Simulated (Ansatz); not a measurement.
The molecule BeB, multiplicity 4 (an upper state: multiplicity 2 came lower at CCSD(T)/def2-TZVPP on PBE0 minima).

Seven points along R, fitted to fifth degree in 1/R; most abundant isotopes. In def2 and cc sets the state is the lowest found near the PBE0 minimum, followed along R.

Correlated levels freeze the inner cores; with def2 sets outer-core shells near the valence are correlated too.

Codes used: Ansatz (a quantum-chemistry and plane-wave program). Each number belongs to the level named beside it.

D_e counts from each atom's lowest state at the same level, without counterpoise or zero-point energy.

| level | r_e (Å) | ω_e (cm⁻¹) | ω_e x_e (cm⁻¹) | D_e (eV) | dipole (D) |
|---|---|---|---|---|---|
| PBE/def2-TZVPP | 1.714 | 936 | 6.9 | 1.27 | 2.11 |
| PBE0/def2-TZVPP | 1.701 | 961 | 7.1 | 1.05 | 2.41 |
| CCSD/def2-TZVPP | 1.714 | ___ | 7.0 | 0.03 | - |
| CCSD(T)/def2-TZVPP | ___ | ___ | 10 | 0.15 | - |

Question: Fill in the missing entries.

Answer: 
- CCSD(T)/def2-TZVPP, r_e (Å): 1.719
- CCSD(T)/def2-TZVPP, ω_e (cm⁻¹): 921
- CCSD/def2-TZVPP, ω_e (cm⁻¹): 919

Doubts at one or more of the structures used: T1 above 0.05 (CCSD/def2-TZVPP, CCSD(T)/def2-TZVPP); a spin-contaminated determinant (CCSD/def2-TZVPP, CCSD(T)/def2-TZVPP).
